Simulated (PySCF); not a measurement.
Structure problem from calculated spectra and properties.

Formula: C4H2F6O3.

| Item | Value |
| --- | --- |
| 1H NMR | chemical shifts (computed TMS as zero) by class: 6.03 (1 H), 5.59 (1 H) ppm [GIAO PBE0/pcSseg-1] |
| Rotational structure | rotational constants A, B, C: 1.496, 0.606, 0.571 GHz [GFN2-xTB] |
| 13C NMR | chemical shifts (computed TMS as zero) by class: 126.6 (1 C), 125.7 (1 C), 117.4 (1 C), 89.0 (1 C) ppm [GIAO PBE0/pcSseg-1] |
| NMR, other nuclei | isotropic shieldings of nuclei other than C and H, by class: 169 (1 O), 207 (1 O), 221 (1 O), 239 (1 F), 246 (1 F), 271 (3 F), 280 (1 F) ppm [GIAO PBE0/pcSseg-1] |
| Dipole | 2.83 D [PBE0/pcSseg-1] |

Electronic properties: PySCF, gas phase, density fitting. Levels stand in brackets. Geometry: GFN2-xTB, one conformer, isolated molecule. NMR values are class means; diastereotopic atoms form classes of their own.

Question: Give a SMILES that accounts for the data.

Answer: Numbering: `[F:1][C:2]1([F:3])[O:4][CH2:5][O:6][C@@:7]([F:8])([C:9]([F:10])([F:11])[F:12])[O:13]1`. Its formula, C4H2F6O3, gives 1 degree of unsaturation: 1 ring and 0 π bonds in the structure found. 4 carbons fall into 4 classes; from least to most shielded: CF2 carbon [C2] (126.6 ppm), CF3 carbon [C9] (125.7 ppm), sp3 carbon bearing two oxygens [C7] (117.4 ppm), sp3 carbon bearing two oxygens [C5] (89.0 ppm). Hydrogen classes from least to most shielded: 1 H on an sp3 carbon bearing two oxygens, C5 (6.03 ppm), 1 H on an sp3 carbon bearing two oxygens, C5 (5.59 ppm). The other shieldings belong to: 169 ppm, cyclic ether oxygen [O13]; 207 ppm, cyclic ether oxygen [O4]; 221 ppm, cyclic ether oxygen [O6]; 239 ppm, fluorine of a CF2 group [F1]; 246 ppm, fluorine of a CF2 group [F3]; 271 ppm, fluorine of a CF3 group [F10/F11/F12]; 280 ppm, alkyl fluorine [F8]. The optimised geometry has point group C1 and is an asymmetric top. Structure: `O1[C@](C(F)(F)F)(OCOC1(F)F)F`. The assignments are read from this structure; whether some other isomer fits the data as well wasn't checked. The mirror image fits equally.
